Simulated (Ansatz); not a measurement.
`C[SiH2][BH][ZnH]` + `CO[B]([AlH2])[SiH3]` → `C[SiH2][B]([AlH2])[SiH3]` + `CO[BH][ZnH]`  (redistribution)

Program: Ansatz. Geometries: PBE0-D4/def2-TZVP. ΔE: electronic, gas phase. CBS: MP2 limit from def2 TZ/QZ plus the TZ coupled-cluster correction, frozen cores. DFT in def2-TZVPP. B3LYP here is the variant with VWN-RPA as its local correlation; programs differ in this. For Zn outer-core shells are correlated without core-valence functions, which leaves a few kJ/mol of doubt a bond. Scalar relativity is left out up to krypton. Each species was taken in one conformer, which may not be the lowest.

(1) Is it downhill or uphill in electronic energy at CCSD(T)/CBS, and by how much? (Estimate.)

(2) What do these levels give: B3LYP-D4, ωB97M-V, HF/def2-TZVPP, CCSD(T)/def2-TZVPP, MP2/CBS(def2), CCSD/CBS(def2)? (Estimate.)

Largest T1 diagnostic among the species: 0.016.

## Answers

(1) Ansatz gave: Downhill: ΔE = -36.0 kJ/mol.

(2) The calculation gave: B3LYP-D4 -34.1, ωB97M-V -35.5, HF/def2-TZVPP -32.1, CCSD(T)/def2-TZVPP -34.9, MP2/CBS(def2) -39.0, CCSD/CBS(def2) -35.7 kJ/mol.
